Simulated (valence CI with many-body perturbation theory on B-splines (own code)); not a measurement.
**Pt⁶⁵⁺: calculated level list**

Calculated by valence CI with perturbative core correlation (CI+MBPT): three valence electrons over a frozen Dirac-Fock core [Ne], radial functions for each j: 11 s, 11 p, 9 d, 7 f, 5 g, 2 h, 1 i, with the one-electron correlation potential Σ1, the two-electron term Σ2, the three-electron term Σ3, Breit, model QED; selected CI, second order for the rest (own B-spline code, finite nucleus).

The last digits are not significant, and no measured levels were compared; by estimate large intervals hold to a few tenths of a per cent, small ones and those within an open d or f shell to about a per cent.

Levels 1 to 45 of 68, with energies above the lowest level, (3s^2 3p1/2) J=1/2. "Leading %" is the weight of the configuration and term that name the level; weights of strongly mixed levels are sums over their largest components and can fall short. In the jj column 3d3/2^4 stands for four electrons in 3d with j = 3/2.

```tsv
No.	Configuration	Term	J	E (eV)	Leading %	g	Leading jj	Second component
1	3s²3p	²P°	1/2	0.0	100	0.644	3s^2 3p1/2 (100 %)	
2	3s3p²	⁴P	1/2	182.7	51	2.084	3s 3p1/2^2 (99 %)	31 % 3s3p² ²S
3	3s²3p	²P°	3/2	467.9	99	1.319	3s^2 3p3/2 (99 %)	
4	3s3p²	⁴P	3/2	617.7	88	1.620	3s 3p1/2 3p3/2 (99 %)	9 % 3s3p² ²D
5	3s3p²	²D	5/2	637.4	62	1.330	3s 3p1/2 3p3/2 (98 %)	37 % 3s3p² ⁴P
6	3s3p²	²D	3/2	659.2	47	0.969	3s 3p1/2 3p3/2 (79 %)	29 % 3s3p² ²P
7	3s3p²	²P	1/2	670.3	69	1.271	3s 3p1/2 3p3/2 (99 %)	30 % 3s3p² ⁴P
8	3s²3d	²D	3/2	718.7	78	0.828	3s^2 3d3/2 (78 %)	13 % 3s3p² ²D
9	3s²3d	²D	5/2	813.4	98	1.191	3s^2 3d5/2 (98 %)	
10	3s3p3d	⁴F°	3/2	836.7	31	0.960	3s 3p1/2 3d3/2 (53 %)	22 % 3p³ ²P°
11	3s3p3d	⁴F°	3/2	850.5	47	0.822	3s 3p1/2 3d3/2 (60 %)	19 % 3p³ ²P°
12	3s3p3d	⁴F°	5/2	862.5	41	1.015	3s 3p1/2 3d3/2 (99 %)	32 % 3s3p3d ²F°
13	3s3p3d	⁴D°	1/2	891.1	56	0.403	3s 3p1/2 3d3/2 (99 %)	37 % 3s3p3d ²P°
14	3s3p3d	⁴D°	3/2	899.3	30	1.274	3s 3p1/2 3d3/2 (85 %)	28 % 3s3p3d ²P°
15	3s3p3d	⁴P°	5/2	967.3	38	1.348	3s 3p1/2 3d5/2 (100 %)	31 % 3s3p3d ⁴D°
16	3s3p3d	⁴F°	7/2	983.0	41	1.233	3s 3p1/2 3d5/2 (99 %)	36 % 3s3p3d ²F°
17	3s3p3d	²F°	5/2	993.8	51	1.033	3s 3p1/2 3d5/2 (98 %)	22 % 3s3p3d ²D°
18	3s3p3d	²P°	3/2	998.6	37	1.109	3s 3p1/2 3d5/2 (93 %)	34 % 3s3p3d ²D°
19	3p²3d	²D	3/2	1065.9	41	0.775	3p1/2^2 3d3/2 (99 %)	34 % 3p²3d ⁴F
20	3s3p²	⁴P	5/2	1098.0	62	1.432	3s 3p3/2^2 (99 %)	38 % 3s3p² ²D
21	3s3p²	²S	1/2	1138.2	68	1.931	3s 3p3/2^2 (99 %)	18 % 3s3p² ⁴P
22	3s3p²	²P	3/2	1145.7	60	1.188	3s 3p3/2^2 (99 %)	31 % 3s3p² ²D
23	3p²3d	²D	5/2	1187.1	34	1.189	3p1/2^2 3d5/2 (99 %)	20 % 3p²3d ⁴D
24	3p³	²D°	5/2	1297.8	65	1.176	3p1/2 3p3/2^2 (65 %)	14 % 3s3p3d ²D°
25	3p³	⁴S°	3/2	1303.6	49	1.423	3p1/2 3p3/2^2 (91 %)	42 % 3p³ ²D°
26	3p³	²P°	1/2	1321.9	77	0.812	3p1/2 3p3/2^2 (77 %)	15 % 3s3p3d ²P°
27	3s3p3d	⁴D°	3/2	1330.7	43	1.275	3s 3p3/2 3d3/2 (96 %)	34 % 3s3p3d ⁴P°
28	3s3p3d	⁴P°	1/2	1332.7	75	2.042	3s 3p3/2 3d3/2 (92 %)	16 % 3s3p3d ⁴D°
29	3s3p3d	⁴D°	5/2	1336.2	36	1.204	3s 3p3/2 3d3/2 (76 %)	23 % 3s3p3d ⁴F°
30	3s3p3d	⁴F°	7/2	1338.3	42	1.218	3s 3p3/2 3d3/2 (96 %)	40 % 3s3p3d ²F°
31	3s3p3d	²D°	3/2	1368.9	60	0.985	3s 3p3/2 3d3/2 (91 %)	19 % 3s3p3d ⁴P°
32	3s3p3d	²F°	5/2	1381.8	64	0.965	3s 3p3/2 3d3/2 (90 %)	9 % 3p³ ²D°
33	3s3p3d	²P°	1/2	1388.2	62	0.610	3s 3p3/2 3d3/2 (84 %)	20 % 3s3p3d ⁴D°
34	3s3p3d	⁴F°	9/2	1413.5	100	1.319	3s 3p3/2 3d5/2 (100 %)	
35	3s3p3d	²D°	5/2	1437.5	46	1.340	3s 3p3/2 3d5/2 (98 %)	38 % 3s3p3d ⁴P°
36	3s3p3d	²F°	7/2	1446.4	53	1.247	3s 3p3/2 3d5/2 (96 %)	39 % 3s3p3d ⁴D°
37	3s3p3d	²D°	3/2	1450.4	42	1.141	3s 3p3/2 3d5/2 (93 %)	40 % 3s3p3d ²P°
38	3s3p3d	²F°	7/2	1467.5	70	1.194	3s 3p3/2 3d5/2 (99 %)	20 % 3s3p3d ⁴D°
39	3s3p3d	²P°	1/2	1476.9	83	0.720	3s 3p3/2 3d5/2 (95 %)	7 % 3s3p3d ⁴D°
40	3s3p3d	²P°	3/2	1488.8	75	1.298	3s 3p3/2 3d5/2 (99 %)	9 % 3s3p3d ⁴P°
41	3s3p3d	²D°	5/2	1491.1	62	1.113	3s 3p3/2 3d5/2 (96 %)	22 % 3s3p3d ²F°
42	3p²3d	²F	5/2	1505.3	48	0.943	3p1/2 3p3/2 3d3/2 (91 %)	35 % 3p²3d ⁴F
43	3p²3d	⁴F	3/2	1513.9	41	0.896	3p1/2 3p3/2 3d3/2 (98 %)	24 % 3p²3d ⁴D
44	3p²3d	⁴D	1/2	1516.9	81	0.169	3p1/2 3p3/2 3d3/2 (99 %)	16 % 3p²3d ²P
45	3p²3d	²G	7/2	1521.9	53	1.014	3p1/2 3p3/2 3d3/2 (96 %)	26 % 3p²3d ²F
```

The ionisation energy to 3s² ¹S0 of the next ion comes out as 7664.2 eV (NIST: 7660 ± 30 eV (theoretical)). All 68 levels together are meant to be complete up to 1746.0 eV.
